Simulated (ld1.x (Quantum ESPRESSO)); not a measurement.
Varying the RRKJ potential for boron (B)

Base potential:

ld1.x (Quantum ESPRESSO) 7.5 input, shortened:

```
&input
   title='B', zed=5., rel=0, dft='PBESOL', iswitch=3,
   config='[He] 2s2 2p1'
 /
 &inputp
   pseudotype=2, tm=.false., lloc=0,
   nlcc=.false.
 /
2
2P  2  1   1.00   0.00  2.70  2.70  0.0
2S  1  0   2.00   0.00  0.95  0.95  0.0
 &test
   configts(1)='2s2 2p1'
 /
```

All-electron outer shells of the reference configuration (PBEsol, non-relativistic, ld1.x):

```tsv
shell	level (eV)	outermost node (bohr)	outermost maximum (bohr)
2s	-9.36	0.46	1.52
2p	-3.56	–	1.59
```

Cutoffs, loose and tight: the cutoffs (Ry, on a coarse ladder) from which the occupation-weighted sum of valence levels, in a spherical-Bessel basis at the reference potential, stays within 10 and 1 mRy of its value at 400 Ry. They do not see the model core or the augmentation charge, which bear on the density cutoff. Test errors are all-electron minus pseudo excitation energies from the reference, over the configurations 2s2 2p0; 2s1 2p0; 2s2 2p0.5; 2s0 2p3; 2s1 2p1; 2s1 2p2; 2s2 2p1.3. A dash means not determined; rows that change the core or the reference have their own tests.

| change | outcome | cutoff, loose | cutoff, tight | bound ghosts | largest test error (meV) |
| --- | --- | --- | --- | --- | --- |
| base | generated | 70 Ry | 160 Ry | none | +227 |
| scalar-relativistic | generated | 70 Ry | 160 Ry | none | +227 |
| core correction a·sin(br)/r model core inside 1.08 bohr | generated | 70 Ry | 160 Ry | none | +202 |
| all radii scaled by about 1.35 (s 1.28, p 3.66 bohr) | generated | 21 Ry | 55 Ry | none | +614 |
| wave 2p (bound): rc 2.70 bohr becomes 2p (bound): rc 2.10 bohr | generated | 70 Ry | 160 Ry | none | +123 |
| type TM | generated | 70 Ry | 160 Ry | none | +192 |
| functional PBE | generated | 70 Ry | 160 Ry | none | +246 |
| reference 2s1 2p0 | generated | 60 Ry | 140 Ry | none | +643 |
| wave 2s (bound): rc 0.95 bohr becomes 2s (bound): rc 1.20 bohr | generated | 21 Ry | 55 Ry | none | +224 |
| core correction a·sin(br)/r model core inside 1.18 bohr | generated | 70 Ry | 160 Ry | none | +211 |
| wave 2s (bound): rc 0.95 bohr becomes 2s (bound): rc 1.30 bohr | generated | 21 Ry | 55 Ry | none | +224 |
